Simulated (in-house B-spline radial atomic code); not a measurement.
RPA and G0W0 for P³⁺, [Ne] 3s2, as one setting changes: the radius of a hard wall (bohr). Start: Hartree-Fock. A dash marks a level of low quasi-particle weight. Computed with a B-spline radial code for spherical atoms: all electrons, non-relativistic, point nucleus, each spin shell either full or empty, empty states to l = 9 with an (l + 1/2)⁻⁴ tail; G0W0 by contour deformation at full frequency.

| radius of a hard wall (bohr) | mean-field level (eV) | G0W0 level (eV) | RPA correlation (Eh) |
| --- | --- | --- | --- |
| 2 | -19.480 | 3s -22.094 | -0.7049 |
| 2.5 | ? | ? | ? |
| 3 | -46.43 | 3s -48.35 | -0.66402 |
| 3.5 | -48.74 | 3s -50.49 | -0.65692 |
| 4 | ? | ? | ? |
| 5 | -49.85 | 3s -51.43 | -0.65176 |
| 6 | -49.88 | 3s -51.45 | -0.65153 |
| 8 | -49.88 | 3s -51.45 | -0.65147 |
| 12 | -49.88 | 3s -51.45 | -0.65143 |

(1) What belongs in the row for 4?

(2) What belongs in the row for 2.5?

Results:

(1) mean-field level (eV): -49.52; G0W0 level (eV): 3s -51.18; RPA correlation (Eh): -0.65361.

(2) mean-field level (eV): -39.75; G0W0 level (eV): 3s -41.94; RPA correlation (Eh): -0.67789.
